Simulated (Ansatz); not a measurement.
Ideal-gas functions of CH4N2OSi (`N=C1N[SiH2]O1`) at 298.15 K and 1 bar, from an Ansatz frequency run at PBE0-D4/def2-TZVP.

Molar mass 88.14 g/mol, point group Cs (symmetry number 1), electronic degeneracy 1, moments of inertia 42.934, 140.401, 177.372 u Å². Harmonic wavenumbers (cm⁻¹, unscaled): 123, 405, 456, 549, 607, 676, 739, 761, 792, 795, 888, 990, 1013, 1055, 1218, 1311, 1824, 2257, 2259, 3565, 3717.

Use S(trans) = R[1.5 ln M + 2.5 ln T − 1.1517]; rotational temperatures θ = 24.2544 K / I; S(rot) = R[ln(√π/σ · √(T³/θAθBθC)) + 1.5]; for each mode x = 1.438777 ν̃/T, S = R[x/(eˣ − 1) − ln(1 − e⁻ˣ)] and H = RT x/(eˣ − 1); 1 cm⁻¹ = 0.0119627 kJ/mol; R = 8.31446 J/(mol·K).

Q: By hand: the entropy, in J/(mol·K).

A: Translation 164.7. Rotation: θ = 0.5649, 0.1728, 0.1367 K, giving 106.2. Vibration, mode by mode: 12.77, 3.95, 3.25, 2.29, 1.83, 1.41, 1.10, 1.01, 0.90, 0.88, 0.61, 0.41, 0.37, 0.31, 0.16, 0.11, 0.01, 0.00, 0.00, 0.00, 0.00, in all 31.4. Electronic 0.0. Sum 302.3 J/(mol·K).

Q: By hand: H − E and G − E in kJ/mol, counted from the electronic energy.

A: Zero-point energy ½ × 26000 × 0.0119627 = 155.5; thermal vibration 5.9; translation, rotation and pV give 4 RT = 9.9. H − E = 171.3 kJ/mol, and G − E = 171.3 − 298.15 × 302.3/1000 = 81.2 kJ/mol.

Vibration gives 10 % of the entropy, 12.8 J/(mol·K) of it from the mode under 150 cm⁻¹: soft modes count most, and the harmonic formula is weakest for them. The sum counts one conformer and one mirror image; others add a mixing term.
